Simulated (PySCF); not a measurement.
Isomers of C2H10AlBi. Method used: PBE0-D3(BJ)/def2-SVP geometry optimisation, gas phase, def2 core potentials past Kr in PySCF. Energies are electronic, without zero-point or thermal terms, for one conformer each. No frequencies were run at this level. Point groups hold within 0.08 Å.

**Question.** Order them by energy at this level, lowest first, and give relative energies in kJ/mol.
A. `[CH3:1][CH2:2][AlH2-:3][BiH3+:4]` with C1–C2–Al3–Bi4 -64°
B. `[CH3:1][AlH2-:2][BiH2+:3][CH3:4]` with C1–Al2–Bi3–C4 -46°

**Answer.** B (0.0), A (22.2).

```csv
SMILES,E (Eh),E rel (kJ/mol),dipole (D),point group,"A, B, C (MHz)"
[CH3][AlH2-][BiH2+][CH3],-538.89299,0.0,2.67,C1,"4143, 1238, 1041"
C[CH2][AlH2-][BiH3+],-538.88452,22.2,1.68,C1,"4425, 992.2, 858.0"
```
